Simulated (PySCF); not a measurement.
Ionisation energy of C²⁺ by level of theory

C²⁺ [He] 2s2 (1S) → C³⁺ [He] 2s1 (2S), as a difference of total energies. Computed with PySCF 2.14 in aug-cc-pVDZ-DK (4s3p2d, 23 functions), with scalar relativity by spin-free X2C-1e. Correlated levels: valence: 1s2 frozen. The calculations carry no spin-orbit coupling.

```
           method  ionisation energy (eV)  error (eV)
              UHF                  45.845      -2.043
    MP2 (valence)                  46.922      -0.966
SCS-MP2 (valence)                  47.137      -0.751
   CCSD (valence)                  47.802      -0.086
```

Reference: 47.888 eV (measured; NIST Atomic Spectra Database, ionization energies).

Errors of the correlated levels include the incompleteness of this basis and the frozen core.

With two correlated electrons CCSD is exact in that space.

The coupled-cluster amplitudes are large for C²⁺ (T1 above 0.03 or a double amplitude above 0.15), so a single reference is strained.
